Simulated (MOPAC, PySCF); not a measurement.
H$_{6}$B$_{2}$O$_{2}$, SMILES `[BH2-]1[OH+][BH2-][OH+]1`, neutral singlet in the gas phase. 

Cartesian coordinates (Å):
```xyz
10

B     -1.0941     0.1056     0.0202
O      0.0067    -0.1384     1.0881
B      1.0941    -0.1055    -0.0201
O     -0.0067     0.1383    -1.0880
H     -1.8183    -0.8593    -0.0779
H     -1.6162     1.1909     0.1413
H     -0.0691    -1.0037     1.5062
H      1.8181     0.8595     0.0780
H      1.6165    -1.1907    -0.1412
H      0.0691     1.0034    -1.5065
```
Charge 0, spin multiplicity 1.

All levels are single points at this geometry (CAM-B3LYP-D3(BJ)/def2-SVP); Pople sets use spherical d functions. Orbital energies aren't observables, and empty levels follow the basis.

```
level                                HOMO (eV)  LUMO (eV)  gap (eV)  dipole (D)  vertical IE, Delta-SCF (eV)
-----------------------------------  ---------  ---------  --------  ----------  ---------------------------
CAM-B3LYP-D3(BJ)/def2-TZVP in PySCF      -9.45       1.05     10.51        0.00                        10.52
TPSSh-D3(BJ)/def2-TZVP in PySCF          -7.27      -0.05      7.22        0.00                        10.02
B3LYP/6-31G* in PySCF                    -7.55       0.98      8.53        0.00                        10.08
M06-2X/6-31G* in PySCF                   -9.21       2.21     11.41        0.00                            –
PBE/6-31G* in PySCF                      -6.23       0.22      6.46        0.00                         9.52
SVWN5/6-31G* in PySCF                    -6.23       0.01      6.24        0.00                         9.54
HF/3-21G in PySCF                       -11.59       5.50     17.09        0.00                            –
HF/6-31G* in PySCF                      -11.57       5.04     16.61        0.00                        10.92
PM7 in MOPAC                            -10.50       0.14     10.64        0.00                            –
```
